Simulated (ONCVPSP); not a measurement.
PBEsol ONCV dataset for oxygen, scalar-relativistic all-electron reference.

The input file (ONCVPSP 4.0.1):

```
# ATOM AND REFERENCE CONFIGURATION
# atsym  z   nc   nv     iexc    psfile
  O 8.00    1    2  -116133      upf
#
#   n    l    f
    1    0    2.00
    2    0    2.00
    2    1    4.00
#
# PSEUDOPOTENTIAL AND OPTIMIZATION
# lmax
    2
#
#   l,   rc,      ep,       ncon, nbas, qcut
    0    0.75    0.00    3    7    9.60
    1    1.80    0.00    4    8    8.80
    2    1.45    0.04    4    8    5.70
#
# LOCAL POTENTIAL
# lloc, lpopt,  rc(5),   dvloc0
    4    2    0.55    1.00
#
# VANDERBILT-KLEINMAN-BYLANDER PROJECTORs
# l, nproj, debl
    0    2    3.70
    1    1    3.60
    2    2    2.80
#
# MODEL CORE CHARGE
# icmod, fcfact, rcfact
    3    2.00    1.15
#
# LOG DERIVATIVE ANALYSIS
# epsh1, epsh2, depsh
   -2.00    5.00    0.02
#
# OUTPUT GRID
# rlmax, drl
    6.00    0.01
#
# TEST CONFIGURATIONS
# ncnf
    4
# nvcnf
#   n    l    f
    2
    2    0    2.00
    2    1    3.00
#
    2
    2    0    2.00
    2    1    2.00
#
    2
    2    0    2.00
    2    1    1.00
#
    2
    2    0    1.00
    2    1    5.00
#
```

Command:

```bash
oncvpsp.x < O.dat > O.out
```

The program printed (shortened: citation, most of the input echo, consistency checks and plot data are left out):

```
ONCVPSP  (Optimized Norm-Conservinng Vanderbilt PSeudopotential)
scalar-relativistic version 4.0.1

#   n    l    f        energy (Ha)
    1    0    2.00    -1.8844056E+01
    2    0    2.00    -8.7494968E-01
    2    1    4.00    -3.2979645E-01

Reference configufation results
  iterations    23
  all-electron total energy (Ha)   -7.47488464D+01

Begin loop to  construct optimized pseudo wave functions
and semi-local pseudopoentials for all angular momenta

   Wellstate for l =  0  n =  4
     eigenvalue =   2.8251
     asymptotic potential =   3.3251
     half-point radius =  2.7170

Calculating optimized projector #   1

 for l=   0

    Fraction of norm inside rc  0.229403
    Optimizing pswf for qcut=   9.57 a_B^-1,  ecut=  45.83 Ha
    Residual kinetic energy error=  3.15D-04 Ha

    Energy error per electron        Cutoff
         Ha          eV             Ha
         0.01000     0.27211       28.08
         0.00100     0.02721       39.99
         0.00010     0.00272       78.54
         0.00001     0.00027      237.41

Calculating optimized projector #   2

 for l=   0

    Fraction of norm inside rc  0.048859
    Optimizing pswf for qcut=   9.57 a_B^-1,  ecut=  45.83 Ha
    Residual kinetic energy error=  2.27D-04 Ha

    Energy error per electron        Cutoff
         Ha          eV             Ha
         0.01000     0.27211       23.84
         0.00100     0.02721       37.11
         0.00010     0.00272       86.65
         0.00001     0.00027      348.18

Calculating optimized projector #   1

 for l=   1

    Fraction of norm inside rc  0.810584
    Optimizing pswf for qcut=   8.81 a_B^-1,  ecut=  38.79 Ha
    Residual kinetic energy error=  3.74D-08 Ha

    Energy error per electron        Cutoff
         Ha          eV             Ha
         0.01000     0.27211       18.66
         0.00100     0.02721       24.09
         0.00010     0.00272       28.48
         0.00001     0.00027       32.28

   Wellstate for l =  2  n =  3
     eigenvalue =   0.0400
     asymptotic potential =   0.5400
     half-point radius = 48.0431

   Wellstate for l =  2  n =  4
     eigenvalue =   2.8400
     asymptotic potential =   3.3400
     half-point radius =  2.7797

Calculating optimized projector #   1

 for l=   2

    Fraction of norm inside rc  0.000007
    Optimizing pswf for qcut=   5.71 a_B^-1,  ecut=  16.29 Ha
    Residual kinetic energy error=  1.08D-08 Ha

    Energy error per electron        Cutoff
         Ha          eV             Ha
         0.01000     0.27211        0.00
         0.00100     0.02721        0.06
         0.00010     0.00272        0.25
         0.00001     0.00027        0.95

Calculating optimized projector #   2

 for l=   2

    Fraction of norm inside rc  0.240297
    Optimizing pswf for qcut=   5.71 a_B^-1,  ecut=  16.29 Ha
    Residual kinetic energy error=  5.14D-03 Ha

    Energy error per electron        Cutoff
         Ha          eV             Ha
         0.01000     0.27211       14.12
         0.00100     0.02721       20.58
         0.00010     0.00272       42.77
         0.00001     0.00027      100.72

Construct Vanderbilt / Kleinmman-Bylander projectors

B matrix Hermiticity error, ll=   0
   1   2   -1.9613E-04

  Orthonormal projector coefficients  1.3494E+01  2.1721E+00

B matrix Hermiticity error, ll=   2
   1   2    4.4490E-07

  Orthonormal projector coefficients -1.1372E+01 -3.6332E+00

Model core correction analysis
  based on d2Exc/dn_idn_j

d2excae - all-electron derivatives

   -5.267672D-02   -4.559931D-02
   -4.560118D-02   -4.423572D-02

d2excps - pseudofunction derivatives with no core correction

   -5.201594D-02   -4.777331D-02
   -4.777430D-02   -4.491437D-02

rms 2nd derivative error    1.608250E-03

rmatch, rhocmatch    0.3992    8.4996

Teter function model core charge with specified parameters

d2excps - pseudofunction derivatives with core correction

   -5.149593D-02   -4.744643D-02
   -4.744728D-02   -4.467577D-02

rms 2nd derivative error    1.449813E-03

Pseudoatom total energy  -15.520665

Diagnostic tests using Vanderbilt-Kleinman-Bylander pseudopotentials
  1 or more projectors used as specified by nproj input data

   l    rcore       rmatch      e in        delta e   norm test  slope test

   0   0.7525286   0.7753770  -0.8749497   0.0000206   1.0000534   0.9998543
   0   0.7525286   0.7753770   2.8250503   0.0005497   1.0002477   1.0002477

   1   1.8023046   1.8570265  -0.3297964  -0.0000011   0.9999980   1.0000041

   2   1.4531180   1.4972378   0.0400000   0.0000067   1.0000391   1.0000391
   2   1.4531180   1.4972378   2.8400000   0.0000208   1.0001940   1.0001940

 Testing for bound ghosts
   n   l    E NL Schr. Eq   E Basis Diag.   E Cutoff

   1   0       -0.874929       -0.750616    328.68

   2   1       -0.329798       -0.328859     68.46

 Testing for highly-localized positive-energy ghosts
       l    <radius>/rc     E Basis Diag.   E Cutoff

Test configuration 0

   n   l     f        eae           eps        diff
   1   0  2.0000  -18.84405558
   2   0  2.0000   -0.87494968   -0.87492912    2.06D-05
   2   1  4.0000   -0.32979645   -0.32979755   -1.10D-06

    Total energies and differences
      AE_ref= -7.47488464D+01  AE_tst= -7.47488464D+01  dif=  0.00D+00
      PS_ref= -1.55206647D+01  PS_tst= -1.55206647D+01  dif= -4.26D-14
      PSP excitation error=  4.26D-14

Test configuration 1

   n   l     f        eae           eps        diff
   1   0  2.0000  -19.53636641
   2   0  2.0000   -1.45099116   -1.45176238   -7.71D-04
   2   1  3.0000   -0.89529505   -0.89163642    3.66D-03

    Total energies and differences
      AE_ref= -7.47488464D+01  AE_tst= -7.41476423D+01  dif=  6.01D-01
      PS_ref= -1.55206647D+01  PS_tst= -1.49206328D+01  dif=  6.00D-01
      PSP excitation error=  1.17D-03

Test configuration 2

   n   l     f        eae           eps        diff
   1   0  2.0000  -20.42356599
   2   0  2.0000   -2.13629191   -2.13222402    4.07D-03
   2   1  2.0000   -1.58428943   -1.56486162    1.94D-02

    Total energies and differences
      AE_ref= -7.47488464D+01  AE_tst= -7.29173588D+01  dif=  1.83D+00
      PS_ref= -1.55206647D+01  PS_tst= -1.37004425D+01  dif=  1.82D+00
      PSP excitation error=  1.13D-02

Test configuration 3

   n   l     f        eae           eps        diff
   1   0  2.0000  -21.48996181
   2   0  2.0000   -2.91170515   -2.89062026    2.11D-02
   2   1  1.0000   -2.37983204   -2.32282067    5.70D-02

    Total energies and differences
      AE_ref= -7.47488464D+01  AE_tst= -7.09436692D+01  dif=  3.81D+00
      PS_ref= -1.55206647D+01  PS_tst= -1.17626867D+01  dif=  3.76D+00
      PSP excitation error=  4.72D-02

Test configuration 4

   n   l     f        eae           eps        diff
   1   0  2.0000  -18.86943363
   2   0  1.0000   -0.89202786   -0.89371903   -1.69D-03
   2   1  5.0000   -0.34541289   -0.34745143   -2.04D-03

    Total energies and differences
      AE_ref= -7.47488464D+01  AE_tst= -7.42029585D+01  dif=  5.46D-01
      PS_ref= -1.55206647D+01  PS_tst= -1.49749506D+01  dif=  5.46D-01
      PSP excitation error=  1.74D-04
```

The run took about 3.4 s on one core of a shared server CPU.
